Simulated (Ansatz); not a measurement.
Reactions of CH4BFOS (`CSB(O)F`).

Gas-phase electronic energies from Ansatz, PBE0-D4/def2-TZVP geometries. CCSD(T)/CBS is the MP2 limit (def2-TZVPP, def2-QZVPP) plus CCSD(T) − MP2 in def2-TZVPP, frozen cores. This one scheme is used for every species. One conformer a species, not always the lowest.

Question: Order these by ΔE at CCSD(T)/CBS, lowest first. (Best estimate.)
A. `CSB(O)F` + H₂O → `OB(O)F` + CH₃SH
B. `CSB(O)F` + `BCCN` → `BCB(O)F` + `CSCN`
C. `CSB(O)F` + `[SiH3]S` → `OB(F)S[SiH3]` + CH₃SH
D. `CSB(O)F` + `FC[SiH2]S` → `OB(F)CF` + `CS[SiH2]S`

Answer: A (-14.4 kcal/mol), D (-6.6 kcal/mol), C (+0.5 kcal/mol), B (+7.6 kcal/mol).

Largest T1 diagnostic: 0.013, for `BCB(O)F`.
